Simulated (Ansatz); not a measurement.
Consider the ligand exchange at a B–N bond: `[SiH3]BN[SiH3]` + `OCS` → `[SiH3]BOCS` + `N[SiH3]`.

Gas-phase electronic energies from Ansatz, PBE0-D4/def2-TZVP geometries. CCSD(T)/CBS adds triple-zeta CCSD(T) − MP2 to the extrapolated MP2 energy (def2 sets, frozen cores). This one scheme is used for every species. DFT in def2-TZVPP. B3LYP here is the variant with VWN-RPA as its local correlation; programs differ in this. Each species was taken in one conformer, which may not be the lowest.

```
             level  ΔE (kcal/mol)  difference from CCSD(T)/CBS
         r2SCAN-D4           -3.3                         -0.4
           PBE0-D4           -2.2                          0.7
           ωB97M-V           -3.0                         -0.1
            B2PLYP           -4.2                         -1.3
            r2SCAN           -3.4                         -0.5
              PBE0           -2.7                          0.2
             B3LYP           -4.5                         -1.6
     HF/def2-TZVPP           -5.1                         -2.2
    MP2/def2-TZVPP           -3.2                         -0.3
SCS-MP2/def2-TZVPP           -3.6                         -0.7
   CCSD/def2-TZVPP           -3.4                         -0.5
CCSD(T)/def2-TZVPP           -3.3                         -0.4
     HF/def2-QZVPP           -5.1                         -2.2
    MP2/def2-QZVPP           -3.0                         -0.1
      HF/CBS(def2)           -5.1                         -2.2
    CCSD/CBS(def2)           -3.0                         -0.1
       CCSD(T)/CBS           -2.9                            0
```

Largest T1 diagnostic among the species: 0.014.

In def2-TZVPP, CCSD(T) changes the Hartree–Fock value by +1.7 kcal/mol (the triples alone add +0.1 kcal/mol) and MP2 by +1.8 kcal/mol. The D4 term adds +1.1 kcal/mol with B3LYP and +0.6 kcal/mol with PBE0; it sums over pairs of atoms, weighted by their polarisabilities, and B3LYP, whose exchange is more repulsive, gets the larger term.
